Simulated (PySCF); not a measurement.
Exercise with solution: oscillator strength and radiative lifetime

Zn(SeH)(OSiH3) (H₄OSeSiZn), SMILES [Zn]([O][SiH3])[SeH].

Geometry optimised at B3LYP-D3(BJ)/def2-SVP. The structure was generated by enumeration; whether it is a known compound was not checked. Other conformers were not sampled.

TDA-PBE/def2-SVPD (PySCF) puts the first singlet state with f over 0.02 at 4.06 eV (vertical), with the transition dipole (0.155, -0.412, 0.164) in atomic units.

Find the oscillator strength, the wavelength and the radiative lifetime that this transition would have in vacuum if emission retraced absorption.


|μ|² = 0.2207 au, so |μ| = 1.19 D. ΔE = 4.06/27.211 = 0.1492 hartree. f = (2/3) ΔE |μ|² = 0.022 (the program prints 0.022).
λ = 1239.84/4.06 = 305 nm; ν = 32746 cm⁻¹.
Einstein's coefficient A = 0.6670 ν² f s⁻¹ (ν in cm⁻¹) = 1.6e7 s⁻¹, so τ = 1/A = 64 ns. This state is S1. The figure is the radiative limit of this one transition; relaxation, internal conversion, crossing to triplets and a medium change what is measured.
